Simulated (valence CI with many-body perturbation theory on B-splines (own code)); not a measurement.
Values are calculated unless marked as measured or tabulated.
## Level structure of W²⁴⁺

Level of theory: relativistic CI+MBPT: four valence electrons over a frozen Dirac-Fock core [Kr] 4d10, radial functions for each j: 7 s, 7 p, 7 d, 7 f, 4 g, 2 h, with the one-electron correlation potential Σ1 (screened to all orders), the two-electron term Σ2, the three-electron term Σ3, Breit, model QED; selected single and double excitations, second order for the rest (own B-spline code, finite nucleus).

No measured spectrum was set against this ion. As an estimate, terms of the open shell hold to a few per cent of their energy, and close levels can change places.

Levels 1 to 45 of 201, with energies above the lowest level, (4f5/2^4) J=4. "Leading %" is the weight of the configuration and term that name the level; weights of strongly mixed levels are sums over their largest components and can fall short. In the jj column 3d3/2^4 stands for four electrons in 3d with j = 3/2.

```
No.  Configuration  Term   J  E (eV)  Leading %  Second component      g              Leading jj
  1            4f⁴    ⁵I   4   0.000         82       16 % 4f⁴ ³H  0.639          4f5/2^4 (58 %)
  2            4f⁴    ⁵I   5   1.745         91        8 % 4f⁴ ³H  0.909    4f5/2^3 4f7/2 (78 %)
  3            4f⁴    ⁵I   6   3.232         89        7 % 4f⁴ ³K  1.055  4f5/2^2 4f7/2^2 (59 %)
  4            4f⁴    ⁵F   2   4.351         39       19 % 4f⁴ ³D  0.959          4f5/2^4 (77 %)
  5            4f⁴    ⁵I   7   4.434         74       19 % 4f⁴ ³K  1.133  4f5/2^2 4f7/2^2 (46 %)
  6            4f⁴    ⁵F   1   5.029         80       18 % 4f⁴ ³D  0.110    4f5/2^3 4f7/2 (88 %)
  7            4f⁴    ³G   4   5.352         28       18 % 4f⁴ ³H  1.028    4f5/2^3 4f7/2 (55 %)
  8            4f⁴    ⁵I   8   5.436         57       30 % 4f⁴ ³K  1.175  4f5/2^2 4f7/2^2 (39 %)
  9            4f⁴    ⁵F   3   5.879         68       15 % 4f⁴ ³G  1.155    4f5/2^3 4f7/2 (81 %)
 10            4f⁴    ⁵G   2   6.336         54       25 % 4f⁴ ⁵F  0.599    4f5/2^3 4f7/2 (70 %)
 11            4f⁴    ⁵S   2   6.413         60       23 % 4f⁴ ³P  1.667    4f5/2^3 4f7/2 (67 %)
 12            4f⁴    ⁵G   3   6.696         57       23 % 4f⁴ ³G  0.924    4f5/2^3 4f7/2 (93 %)
 13            4f⁴    ³K   6   6.941         85        8 % 4f⁴ ⁵I  0.883  4f5/2^2 4f7/2^2 (55 %)
 14            4f⁴    ⁵F   5   7.428         34       30 % 4f⁴ ³G  1.222    4f5/2^3 4f7/2 (49 %)
 15            4f⁴    ³L   7   7.453         51       26 % 4f⁴ ³K  0.974    4f5/2^3 4f7/2 (52 %)
 16            4f⁴    ⁵F   4   7.675         68       13 % 4f⁴ ³H  1.224  4f5/2^2 4f7/2^2 (73 %)
 17            4f⁴    ³M   8   8.074         37       26 % 4f⁴ ⁵I  1.026    4f5/2^3 4f7/2 (57 %)
 18            4f⁴    ⁵G   4   8.966         66       23 % 4f⁴ ³H  1.044  4f5/2^2 4f7/2^2 (80 %)
 19            4f⁴    ³D   2   9.199         28       25 % 4f⁴ ⁵F  1.162  4f5/2^2 4f7/2^2 (73 %)
 20            4f⁴    ⁵F   5   9.246         48       22 % 4f⁴ ³H  1.256  4f5/2^2 4f7/2^2 (51 %)
 21            4f⁴    ³G   3   9.283         56       26 % 4f⁴ ⁵G  0.871  4f5/2^2 4f7/2^2 (86 %)
 22            4f⁴    ³P   1   9.935         58       27 % 4f⁴ ³D  1.032  4f5/2^2 4f7/2^2 (86 %)
 23            4f⁴    ¹D   2  10.186         38       36 % 4f⁴ ³F  1.037  4f5/2^2 4f7/2^2 (62 %)
 24            4f⁴    ⁵D   0  10.304         52       47 % 4f⁴ ³P                 4f5/2^4 (59 %)
 25            4f⁴    ⁵G   5  10.467         54       28 % 4f⁴ ³H  1.128  4f5/2^2 4f7/2^2 (66 %)
 26            4f⁴    ³L   8  10.480         61       28 % 4f⁴ ¹L  1.000  4f5/2^2 4f7/2^2 (90 %)
 27            4f⁴    ⁵G   6  10.619         57       32 % 4f⁴ ³H  1.244  4f5/2^2 4f7/2^2 (56 %)
 28            4f⁴    ³M   9  10.622         59       41 % 4f⁴ ³L  1.050  4f5/2^2 4f7/2^2 (96 %)
 29            4f⁴    ³I   5  10.647         43       26 % 4f⁴ ¹H  0.945    4f5/2^3 4f7/2 (54 %)
 30            4f⁴    ³F   4  10.715         54       13 % 4f⁴ ⁵D  1.201  4f5/2^2 4f7/2^2 (75 %)
 31            4f⁴    ³D   3  10.753         50       26 % 4f⁴ ³F  1.258  4f5/2^2 4f7/2^2 (80 %)
 32            4f⁴    ³K   7  10.771         51       41 % 4f⁴ ³L  0.968    4f5/2 4f7/2^3 (64 %)
 33            4f⁴    ³P   0  10.916         76       24 % 4f⁴ ⁵D         4f5/2^2 4f7/2^2 (89 %)
 34            4f⁴    ³M   8  11.266         37       36 % 4f⁴ ³K  1.037  4f5/2^2 4f7/2^2 (48 %)
 35            4f⁴    ⁵D   1  11.442         84       16 % 4f⁴ ³P  1.496    4f5/2^3 4f7/2 (79 %)
 36            4f⁴    ³F   2  11.515         53       19 % 4f⁴ ⁵G  0.717  4f5/2^2 4f7/2^2 (88 %)
 37            4f⁴    ³I   6  11.541         41       37 % 4f⁴ ³H  1.127  4f5/2^2 4f7/2^2 (63 %)
 38            4f⁴    ³G   4  11.948         42       21 % 4f⁴ ³H  1.051    4f5/2 4f7/2^3 (57 %)
 39            4f⁴    ³I   7  12.354         69       22 % 4f⁴ ¹K  1.096  4f5/2^2 4f7/2^2 (74 %)
 40            4f⁴    ⁵D   2  12.423         80       12 % 4f⁴ ³P  1.462  4f5/2^2 4f7/2^2 (58 %)
 41            4f⁴    ³H   6  12.471         46       24 % 4f⁴ ³I  1.107  4f5/2^2 4f7/2^2 (47 %)
 42            4f⁴    ³G   4  12.527         32       32 % 4f⁴ ³F  1.122    4f5/2^3 4f7/2 (47 %)
 43            4f⁴    ³M  10  12.730         87       13 % 4f⁴ ¹N  1.085  4f5/2^2 4f7/2^2 (64 %)
 44            4f⁴    ⁵D   3  13.098         33       29 % 4f⁴ ³F  1.275    4f5/2 4f7/2^3 (48 %)
 45            4f⁴    ³D   1  13.352         54       37 % 4f⁴ ³P  0.849    4f5/2 4f7/2^3 (95 %)
```

Where two levels of one J and parity lie close, their mixing, g and order are uncertain.

The ionisation energy to 4f³ ⁴I°9/2 of the next ion comes out as 732.62 eV (NIST: 734.1 ± 1.7 eV (semi-empirical)). All 201 levels together are meant to be complete up to 143.810 eV.
